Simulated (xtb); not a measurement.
xtb input:

```bash
xtb mol.xyz --gfnff --opt tight --chrg 0 --uhf 0
```
mol.xyz:
```
10

C      1.58239820    -1.42234170     0.35878884
Al    -0.04397248    -0.37483551     0.14957601
C     -1.85799230    -0.92831481     0.58444618
Cl     0.18571721     1.58398258    -0.63524322
H      1.38865549    -2.42546476     0.74386940
H      2.10587769    -1.51983599    -0.59638541
H      2.27613236    -0.92516163     1.04279840
H     -2.30001899    -0.25648994     1.32564469
H     -1.90317112    -1.94524565     0.97926679
H     -2.49946120    -0.87870518    -0.29995754
```

### Question
Which total energy does the run end on?

### Answer
-1.21450 Eh (GFN-FF).
